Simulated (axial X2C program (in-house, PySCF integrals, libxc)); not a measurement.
## Potential curves of InB⁺, with spin–orbit coupling

Calculated with an in-house relativistic program for diatomic molecules. Two-component (2c) means X2C with spin–orbit coupling and atomic mean-field two-electron Coulomb and Gaunt terms. Basis: In dyall-cv3z [11s12p9d4f1g], B dyall-v3z [7s6p2d1f] (cores contracted in-house); Gaussian nuclei, density fitting, unrestricted open shells. Masses: In 114.904 u, B 11.009 u.

State: Ω = 1/2 (⟨Sz⟩ = 0.50, ⟨Lz⟩ = 0.00 at HF). Energies in eV from the fragments at the same level (In+ + B). Fits are polynomials in 1 − R0/R over 0.85 to 1.23 times the lowest point R0.

```tsv
R (Å)	MP2	HF	B97-3
2.6117	-0.3911	-0.2032	-0.4759
2.7318	-0.4813	-0.3168	-0.5699
2.8219	-0.5207	-0.3715	-0.6129
2.9119	-0.5423	-0.4064	-0.6383
3.0020	-0.5505	-0.4261	-0.6503
3.1071	-0.5474	-0.4347	-0.6514
3.2121	-0.5345	-0.4320	-0.6422
3.3472	-0.5082	-0.4174	-0.6199
3.5123	-0.4672	-0.3892	-0.5821
3.7525	-0.4006	-0.3394	-0.5169
```

Correlated methods: 15 electrons correlated (number of frozen shells: In 4 s, 3 p, 1 d; B 1 s), 239 virtual spin orbitals or spinors in MP2.

Occupations by symmetry block were frozen at the best pattern of an incomplete PBE0 search. De is counted from the lowest determinant-based energies of the atoms at the same level, without counterpoise correction. Density functionals use the spin component along the axis (collinear). A 2c atom that is not at its ground J level misses part of its spin–orbit lowering, and De is too large by that part (0.04 eV or less for light atoms). This holds for B97-3. The functionals have no current-density term, which raises determinants with orbital currents, atoms included. MP2 and coupled cluster on one determinant become unreliable at the stretched end.

Question: What are Re, ωe and De at the MP2 level?

Answer: At MP2, 2c: Re = 3.026 Å, ωe ≈ 176 cm⁻¹, De = 0.55 eV to In+ + B; Be follows as 0.183 cm⁻¹.

Question: Fit the HF curve near its minimum: give the equilibrium distance, the harmonic wavenumber and the well depth.

Answer: At HF, 2c: Re = 3.130 Å, ωe ≈ 159 cm⁻¹, De = 0.43 eV to In+ + B; Be follows as 0.171 cm⁻¹.

Question: Fit the B97-3 curve near its minimum: give the equilibrium distance, the harmonic wavenumber and the well depth.

Answer: At B97-3, 2c: Re = 3.063 Å, ωe ≈ 169 cm⁻¹, De = 0.65 eV to In+ + B; Be follows as 0.179 cm⁻¹.
